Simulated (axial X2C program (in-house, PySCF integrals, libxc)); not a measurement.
# Worked dissociation energy of GeB⁻: LDA, with spin–orbit coupling

Calculated with an axial X2C code built on PySCF integrals. Two-component (2c) means X2C with spin–orbit coupling and atomic mean-field two-electron Coulomb and Gaunt terms. Basis: Ge dyall-acv3z [10s10p8d5f1g], B dyall-av3z [8s7p3d2f] (cores contracted in-house); Gaussian nuclei, density fitting, unrestricted open shells. Masses: Ge 73.921 u, B 11.009 u.

Molecular state: Ω = 2 (⟨Sz⟩ = 1.00, ⟨Lz⟩ = 1.00 at LDA).

```
E(Ge-) (2M_J = 3) : -2094.901589 hartree
E(B) (2M_J = 1)   : -24.361901 hartree
E(GeB⁻) at Re     : -2119.420292 hartree
ωe                : 698.3 cm⁻¹
ωexe              : 3.95 cm⁻¹
```

Task: Work out De and D0.

Result: De = -2094.901589 + (-24.361901) − (-2119.420292) = 0.15680 hartree = 4.267 eV. The zero-point energy is ωe/2 − ωexe/4 = 348 cm⁻¹ = 0.043 eV, so D0 = 4.224 eV.

One determinant describes the state; a PBE0 search over occupations chose it and may have missed a lower one. Dissociation energies refer to the lowest single-determinant-based atoms at the same level and basis. Density functionals use the spin component along the axis (collinear). The 2c atoms are single determinants rather than J levels; their spin–orbit lowering is only partly caught, and De is too large by that part. This holds for LDA. PBE0 can misorder states that lie within some tenths of an eV, so this need not be the ground state of the molecule. The nearest other 2c determinant of the search, Ω = 1, lies 0.14 eV up at the distance of the search. Without a current term, density functionals place determinants with orbital angular momentum somewhat too high. With several unpaired electrons one determinant need not be a pure state. Open-shell Ω = 0 determinants with evenly filled partner blocks cannot be reached by this program, so the Ω shown need not be the lowest component. The highest occupied level of some functionals is positive through self-interaction error; at Hartree–Fock it is bound.

LDA overbinds, often by about an eV.

Each atomic determinant is the lowest at this level and need not be a pure J level. Totals compare only within one Hamiltonian and basis.
